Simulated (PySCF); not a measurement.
B3LYP has the VWN-RPA correlation part, as in Gaussian. 

Z-matrix (Å, degrees):
```
Ta
O 1 1.7237
Cl 1 2.3062 2 106.69
Cl 1 2.3066 2 106.80 3 119.93
Cl 1 2.3066 2 106.68 3 -119.99
```
Charge 0, multiplicity 1.

Problem. What is the computed HOMO, HOMO–LUMO gap, LUMO, dipole moment, charge on the central atom (Mulliken) and total energy (PySCF 2.14.0 with B3LYP-D3(BJ)/def2-TZVP // TPSS-D3(BJ)/def2-SVP)?

Solution. 
```json
{
  "HOMO": "-9.46 eV",
  "HOMO–LUMO gap": "6.32 eV",
  "LUMO": "-3.14 eV",
  "dipole_moment": "1.74 D",
  "charge on the central atom (Mulliken)": "1.30 e",
  "total_energy": "-1513.2797 Ha"
}
```
